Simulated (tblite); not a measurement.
Compound: C4H10AsN.
SMILES with atom numbers: `[H]/[N:6]=[CH:5]\[CH2:4][CH2:3][AsH:2][CH3:1]` (hydrogens: H7, H8, H9 on C1; H10 on As2; H11, H12 on C3; H13, H14 on C4; H15 on C5; H16 on N6)

Computed with GFN2-xTB (tblite), gas phase: L-BFGS steps from a force-field or distance-geometry start until the largest atomic force falls under 0.01 eV/Å.

Step 102: E = -514.3270 eV
```
atom  x, y, z in Å  |  force x, y, z in eV/Å
C1      2.8572    0.1649   -0.1375   -0.008   0.016   0.013
As2     1.1689    0.8869    0.5813    0.006   0.002  -0.017
C3      0.0154   -0.5254   -0.2214   -0.012   0.022   0.003
C4     -1.4333   -0.5224    0.2672   -0.011   0.017   0.016
C5     -2.1064    0.7800   -0.0439   -0.009   0.016  -0.055
N6     -3.1689    0.9925   -0.6709    0.010   0.010   0.051
H7      2.9408   -0.9059    0.0343    0.005  -0.031  -0.004
H8      3.7104    0.6617    0.3222   -0.003   0.001  -0.009
H9      2.8958    0.3510   -1.2117    0.007   0.008   0.019
H10     1.2926    0.1873    1.9149   -0.008  -0.017   0.005
H11     0.0266   -0.3717   -1.3053    0.001  -0.013  -0.024
H12     0.4613   -1.5044   -0.0241    0.003  -0.005  -0.010
H13    -1.9886   -1.3514   -0.1862   -0.004   0.008  -0.004
H14    -1.4476   -0.6581    1.3545    0.013   0.005   0.020
H15    -1.5758    1.6638    0.3194   -0.011  -0.001   0.002
H16    -3.6557    0.1600   -1.0043    0.020  -0.039  -0.007
```

Step 103: E = -514.3273 eV
```
atom  x, y, z in Å  |  force x, y, z in eV/Å
C1      2.8554    0.1627   -0.1359    0.012   0.008   0.002
As2     1.1700    0.8885    0.5815   -0.007  -0.005  -0.010
C3      0.0169   -0.5229   -0.2234   -0.012   0.021   0.007
C4     -1.4315   -0.5200    0.2662   -0.007   0.007   0.010
C5     -2.1072    0.7812   -0.0439   -0.016   0.009  -0.068
N6     -3.1715    0.9894   -0.6701    0.016   0.008   0.068
H7      2.9377   -0.9087    0.0339    0.000  -0.024   0.001
H8      3.7097    0.6574    0.3234    0.008   0.004   0.000
H9      2.8952    0.3498   -1.2095    0.005   0.009   0.009
H10     1.2912    0.1883    1.9155   -0.011  -0.014   0.000
H11     0.0289   -0.3688   -1.3075   -0.003  -0.013  -0.011
H12     0.4629   -1.5025   -0.0264   -0.004   0.008  -0.011
H13    -1.9860   -1.3490   -0.1877   -0.010   0.003  -0.002
H14    -1.4449   -0.6567    1.3534    0.014   0.005   0.020
H15    -1.5780    1.6662    0.3178   -0.011   0.003  -0.002
H16    -3.6565    0.1539   -0.9989    0.025  -0.030  -0.013
```

Step 104: E = -514.3276 eV
```
atom  x, y, z in Å  |  force x, y, z in eV/Å
C1      2.8540    0.1613   -0.1348    0.026  -0.008  -0.011
As2     1.1704    0.8898    0.5808   -0.014  -0.005  -0.004
C3      0.0179   -0.5211   -0.2250   -0.009   0.013   0.008
C4     -1.4302   -0.5177    0.2656    0.000  -0.001   0.000
C5     -2.1077    0.7826   -0.0445   -0.016  -0.001  -0.055
N6     -3.1739    0.9870   -0.6684    0.010  -0.001   0.062
H7      2.9338   -0.9113    0.0314   -0.002  -0.011   0.003
H8      3.7088    0.6524    0.3262    0.020   0.008   0.011
H9      2.8971    0.3512   -1.2078    0.000   0.009   0.004
H10     1.2902    0.1897    1.9153   -0.013  -0.011  -0.004
H11     0.0313   -0.3691   -1.3097   -0.010  -0.008   0.001
H12     0.4640   -1.5007   -0.0266   -0.009   0.015  -0.011
H13    -1.9844   -1.3465   -0.1893   -0.013  -0.001   0.003
H14    -1.4426   -0.6555    1.3528    0.011   0.009   0.013
H15    -1.5800    1.6684    0.3171   -0.009   0.008  -0.007
H16    -3.6561    0.1483   -0.9946    0.028  -0.014  -0.012
```

Task: Estimate the geometry and energy of step 105. (The exact step hangs on the optimiser's Hessian estimate; all steps are aligned on step 104, rigid shifts and turns removed.)

Result: E = -514.3278 eV, largest force 0.047 eV/Å
```
atom  x, y, z in Å  |  force x, y, z in eV/Å
C1      2.8538    0.1597   -0.1339    0.031  -0.012  -0.007
As2     1.1707    0.8916    0.5786   -0.010  -0.007   0.004
C3      0.0188   -0.5194   -0.2265   -0.004   0.001   0.002
C4     -1.4291   -0.5158    0.2642    0.006  -0.006  -0.008
C5     -2.1079    0.7838   -0.0456   -0.023  -0.005  -0.031
N6     -3.1776    0.9847   -0.6646    0.007  -0.012   0.045
H7      2.9294   -0.9141    0.0274   -0.003  -0.005   0.005
H8      3.7090    0.6460    0.3309    0.024   0.009   0.019
H9      2.9014    0.3545   -1.2056   -0.003   0.008  -0.010
H10     1.2877    0.1926    1.9149   -0.014  -0.007  -0.012
H11     0.0337   -0.3710   -1.3121   -0.016  -0.001   0.013
H12     0.4651   -1.4985   -0.0258   -0.010   0.016  -0.010
H13    -1.9830   -1.3445   -0.1913   -0.013  -0.002   0.009
H14    -1.4407   -0.6545    1.3517    0.008   0.013   0.002
H15    -1.5817    1.6705    0.3156   -0.008   0.007  -0.012
H16    -3.6571    0.1433   -0.9892    0.029   0.002  -0.007
```

The energy changes by -0.0002 eV. The first-order estimate −F·Δx gives -0.0003 eV and the mean of the old and new forces, exact on a quadratic surface, -0.0002 eV. The step makes an angle of 80° with the force vector and moves no atom by more than 0.008 Å.

What follows is the cost of the whole relaxation. Time: 1.1 s. Hardware: an Intel Xeon Platinum 8259CL at 2.50 GHz with one thread (shared host).
